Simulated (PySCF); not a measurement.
dithiopyranylidene (C10H8S2), SMILES C1=CC(=C2C=CSC=C2)C=CS1. Atoms are numbered in the order given.

```xyz
20

C      0.0000    -1.3356     2.8223
C      0.0000    -1.2332     1.4748
C      0.0000     0.0000     0.6988
C      0.0000     0.0000    -0.6988
C      0.0000    -1.2332    -1.4748
C      0.0000    -1.3356    -2.8223
S      0.0000     0.0000    -3.9564
C      0.0000     1.3356    -2.8223
C      0.0000     1.2332    -1.4748
C      0.0000     1.2332     1.4748
C      0.0000     1.3356     2.8223
S      0.0000     0.0000     3.9564
H      0.0000    -2.3123     3.3113
H      0.0000    -2.1828     0.9397
H      0.0000    -2.1828    -0.9397
H      0.0000    -2.3123    -3.3113
H      0.0000     2.3123    -3.3113
H      0.0000     2.1828    -0.9397
H      0.0000     2.1828     0.9397
H      0.0000     2.3123     3.3113
```

The structure is a stationary point at B3LYP-D3(BJ)/def2-SVP.

Computed with PBE/def2-SVP (PySCF).

Atomic charges (e):

```tsv
atom	Löwdin	IAO	Mulliken
C1	-0.18	-0.28	…
C2	-0.04	-0.15	0.03
C3	-0.06	-0.04	…
C4	-0.06	-0.04	…
C5	-0.04	-0.15	0.03
C6	-0.18	-0.28	…
S7	0.38	0.28	0.07
C8	-0.18	-0.28	…
C9	-0.04	-0.15	0.03
C10	-0.04	-0.15	0.03
C11	-0.18	-0.28	…
S12	0.38	0.28	0.07
H13	0.03	0.16	…
H14	0.03	0.14	-0.01
H15	0.03	0.14	-0.01
H16	0.03	0.16	…
H17	0.03	0.16	…
H18	0.03	0.14	-0.01
H19	0.03	0.14	-0.01
H20	0.03	0.16	…
```

Q: Complete the blanks. (An estimate is asked for; the answer gives what the named calculation found.)

A: 
- C1, Mulliken: -0.11
- C3, Mulliken: 0.04
- C4, Mulliken: 0.04
- C6, Mulliken: -0.11
- C8, Mulliken: -0.11
- C11, Mulliken: -0.11
- H13, Mulliken: 0.04
- H16, Mulliken: 0.04
- H17, Mulliken: 0.04
- H20, Mulliken: 0.04

Computed Mayer and Wiberg (Löwdin basis) orders of the bonds:
| bond | Mayer | Wiberg |
|---|---|---|
| C1–C2 | 1.74 | 1.78 |
| C2–C3 | 1.14 | 1.17 |
| C3–C4 | 1.42 | 1.43 |
| C4–C5 | 1.14 | 1.17 |
| C5–C6 | 1.74 | 1.78 |
| C6–S7 | 1.06 | 1.24 |
| S7–C8 | 1.06 | 1.24 |
| C4–C9 | 1.14 | 1.17 |
| C8–C9 | 1.74 | 1.78 |
| C3–C10 | 1.14 | 1.17 |
| C10–C11 | 1.74 | 1.78 |
| C1–S12 | 1.06 | 1.24 |
| C11–S12 | 1.06 | 1.24 |
| C1–H13 | 0.92 | 0.95 |
| C2–H14 | 0.95 | 0.91 |
| C5–H15 | 0.95 | 0.91 |
| C6–H16 | 0.92 | 0.95 |
| C8–H17 | 0.92 | 0.95 |
| C9–H18 | 0.95 | 0.91 |
| C10–H19 | 0.95 | 0.91 |
| C11–H20 | 0.92 | 0.95 |
